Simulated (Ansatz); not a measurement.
Consider the cleavage of the Si–Si bond: `[SiH3][SiH2][SiH2][GeH2][SiH2][GeH3]` + `OC(O)O` → `OC(O)O[SiH3]` + `[SiH3][SiH2][GeH2][SiH2][GeH3]`.

Isolated molecules relaxed with PBE0-D4/def2-TZVP in Ansatz; ΔE leaves out vibrations. CCSD(T)/CBS is the MP2 limit (def2-TZVPP, def2-QZVPP) plus CCSD(T) − MP2 in def2-TZVPP, frozen cores. For Ge outer-core shells are correlated without core-valence functions, which leaves a few kJ/mol of doubt a bond. Scalar relativity is left out up to krypton. Each species was taken in one conformer, which may not be the lowest.

| level | ΔE (kJ/mol) |
| --- | --- |
| HF/def2-TZVPP | -104.0 |
| CCSD(T)/def2-TZVPP | -75.2 |

(1) What does CCSD(T)/CBS give? (Estimate.)

Largest T1 diagnostic among the species: 0.013.

Results:

(1) The calculation gave: -74.3 kJ/mol. The listed levels differ from it by -29.7, -0.9 kJ/mol.

In def2-TZVPP, CCSD(T) changes the Hartree–Fock value by +28.8 kJ/mol (the triples alone add +3.8 kJ/mol) and MP2 by +22.8 kJ/mol. From PBE to PBE0 (25 % exact exchange), in def2-TZVPP and without D4, ΔE moves by −5.6 kJ/mol.
